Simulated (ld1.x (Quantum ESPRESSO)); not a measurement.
## An all-electron radial function and its pseudo partner (boron)

Columns: radius, all-electron u(r) and pseudo u(r) of the 2s shell (level -9.38 eV) of boron in the configuration [He] 2s2 2p1; Wu–Cohen, scalar-relativistic, TM semilocal scheme, ld1.x (Quantum ESPRESSO) 7.5.

```
r (bohr)  all-electron   pseudo
   0.145        0.3021  -0.0588
   0.290        0.2285  -0.1226
   0.435        0.0380  -0.1966
   0.580       -0.1669  -0.2853
   0.725       -0.3473  -0.3890
   0.870       -0.4917  -0.4995
   1.015       -0.5988  -0.5991
   1.160       -0.6712  -0.6712
   1.305       -0.7140  -0.7140
   1.450       -0.7327  -0.7327
   1.595       -0.7326  -0.7326
   1.740       -0.7183  -0.7183
   1.885       -0.6938  -0.6938
   2.030       -0.6622  -0.6622
   2.175       -0.6259  -0.6259
   2.320       -0.5869  -0.5869
   2.465       -0.5466  -0.5466
   2.610       -0.5061  -0.5061
   2.755       -0.4662  -0.4662
   2.900       -0.4275  -0.4275
   3.045       -0.3906  -0.3906
   3.190       -0.3557  -0.3557
   3.335       -0.3230  -0.3230
   3.480       -0.2926  -0.2926
   3.625       -0.2646  -0.2646
   3.770       -0.2390  -0.2390
```

Question: How many radial nodes do the two functions have?

Answer: The all-electron 2s function has n − l − 1 = 1; the pseudo-wave has 0, since the states of the same l below it are removed with the core.

Question: At about which radius was the pseudo-wave matched?

Answer: 1.15 bohr, where the columns begin to agree (steps of 0.14 bohr).

Question: Is the pseudo-wave norm-conserving?

Answer: Yes: the TM semilocal scheme keeps the norm inside the radius equal to the all-electron one, which fixes the energy derivative of the logarithmic derivative at the level.
